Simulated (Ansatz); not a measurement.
Input file for `[NH2][Nb](=[S])([Cl])[Cl]`:

```yaml
crystal:
  periodic: [false, false, false]
  atoms:
    - {symbol: N, position_ang: [-0.646368, 0.541977, 0.883625]}
    - {symbol: Nb, position_ang: [0.387573, -0.331260, -0.493539]}
    - {symbol: S, position_ang: [1.662140, -1.667856, 0.556811]}
    - {symbol: Cl, position_ang: [-1.014734, -1.468949, -1.895491]}
    - {symbol: Cl, position_ang: [1.603543, 1.228426, -1.640295]}
    - {symbol: H, position_ang: [-1.345679, 1.241685, 0.664072]}
    - {symbol: H, position_ang: [-0.585275, 0.387977, 1.879117]}
basis:
  gaussian: {orbitals: def2-SVP}
correlation: {method: ccsd_t}
```

```sh
$ ansatz run in.yaml --threads 4 --pin off --events-out ev --progress --plain
```

Log, shortened:

```
Functional definition: HF
1048 factors; integrals over basis functions are off by at most 1.3e-3 eV
mean field evaluation 1: about -38858.9876 eV, gradient 4.7e1 eV
mean field evaluation 2: about -38859.0017 eV, gradient 4.7e1 eV
mean field evaluation 4: about -38864.6821 eV, gradient 6.8e0 eV
mean field evaluation 8: about -38864.8101 eV, gradient 6.3e-1 eV
mean field evaluation 16: about -38864.6626 eV, gradient 6.8e0 eV
mean field -38864.81257961 eV, -1428.2555187845 hartree, gradient 4.1e-6 eV, S^2 0.000000; 0 other end points of the search recorded, 0 dependent functions left out
16 core orbitals not correlated: weight in the atoms' cores, before any rotation towards them, 1.000 or more for the frozen orbitals, at most 0.000 for the correlated occupied ones
reference -38864.81257961 eV, -1428.2555187845 hartree; 20, 20 occupied and 73, 73 virtual orbitals, 1048 factors
second order -24.99682753 eV of doubles, -0.00000000 eV of singles
cycle   1  -23.63696948 eV  change     1.4e0 eV  update   2.7e-1
cycle   2  -24.72096550 eV  change    -1.1e0 eV  update   1.8e-1
cycle   3  -24.98148563 eV  change   -2.6e-1 eV  update   4.2e-2
cycle   4  -24.99161806 eV  change   -1.0e-2 eV  update   1.8e-2
cycle   5  -24.97985448 eV  change    1.2e-2 eV  update   6.2e-3
cycle   6  -24.98095725 eV  change   -1.1e-3 eV  update   2.9e-3
cycle   7  -24.97982966 eV  change    1.1e-3 eV  update   1.2e-3
cycle   8  -24.98013303 eV  change   -3.0e-4 eV  update   4.5e-4
cycle   9  -24.98054176 eV  change   -4.1e-4 eV  update   1.8e-4
cycle  10  -24.98049416 eV  change    4.8e-5 eV  update   8.8e-5
cycle  11  -24.98040633 eV  change    8.8e-5 eV  update   3.9e-5
cycle  12  -24.98040827 eV  change   -1.9e-6 eV  update   1.9e-5
perturbative correction -1.22744264 eV, -0.0451076852 hartree
Total energy: -38891.02043052 eV, -1429.2186395413 hartree
```

Hardware: 4 threads of a server CPU on a shared host. Wall time 7 s, peak host memory 0.54 GiB.

The correlation energy is -26.208 eV, 4.7 % of it from (T); the T1 diagnostic reads 0.0222.
